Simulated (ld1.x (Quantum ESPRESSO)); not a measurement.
As, TM: configuration errors across variants

* Element: As (Z = 33)
* Generator: ld1.x (Quantum ESPRESSO) 7.5
* Type: norm-conserving Troullier–Martins (Kleinman–Bylander form)
* Functional: PBEsol
* Relativity: fully relativistic
* Frozen core: [Ar] 3d10
* Valence charge: 5
* Reference configuration: 4s2 4p2 (charge +1)
* Partial waves: 4s (bound): rc 1.20 bohr; 4p (bound): rc 2.05 bohr; 4d channel at 0.25 Ry: rc 2.25 bohr
* Local potential: all-electron potential smoothed inside 1.80 bohr (lloc = -2)
* Core correction: none

Open shells are filled in proportion to 2j + 1 (rel_dist='average').

All-electron excitation energies from the reference (eV): (1) 4s2 4p3 -9.161; (2) 4s2 4p1 17.945; (3) 4s2 4p0 45.673; (4) 4s1 4p0 96.302; (5) 4s0 4p5 9.901; (6) 4s2 4p3.3 -10.396; (7) 4s1 4p4 0.259.

2 further variants failed, have other tests or too few solved ones, and are left out.

A true bound ghost makes a file unfit for plane-wave use even where its test errors are small: the radial tests pick states by their node count and pass the ghost by.

Errors AE − PS in meV (a dash: test not solved or not reliable):

```csv
change,(1),(2),(3),(4),(5),(6),(7),bound ghosts
base,-1.2,-2.6,-2.2,+99,+68,-1.6,+8.5,none
"all radii scaled by about 0.88 (s 1.06, p 1.80, d 1.98 bohr); local potential all-electron potential smoothed inside 1.58 bohr (lloc = -2)",-0.1,+1.0,+17,+114,+176,-0.1,+23,s
wave 4d channel at 0.25 Ry: rc 2.25 bohr becomes 4d channel at 0.25 Ry: rc 3.26 bohr,-1.2,-2.6,-2.2,+99,+68,-1.6,+8.5,none
wave 4s (bound): rc 1.20 bohr becomes 4s (bound): rc 0.92 bohr,-1.3,-3.8,-14,+64,+256,-1.8,+21,s
```

(1) Give the same row for: core correction a·sin(br)/r model core inside 1.48 bohr.

Answers

(1) -1.2, -8.7, -65, -332, -30, -1.3, -5.7; bound ghosts: none.
